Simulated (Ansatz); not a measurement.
Dissociation curve of AlH, singlet.

Calculation: full CI/aug-cc-pVQZ, frozen core run with Ansatz (a first-principles code).

Problem. Relative to R = 1.66 Å, what are the energies at R = 1.49, 2.93, 4.02, 5.00 Å?

Solution. 0.170 eV at 1.49 Å, 2.073 eV at 2.93 Å, 2.997 eV at 4.02 Å, 3.151 eV at 5.00 Å.
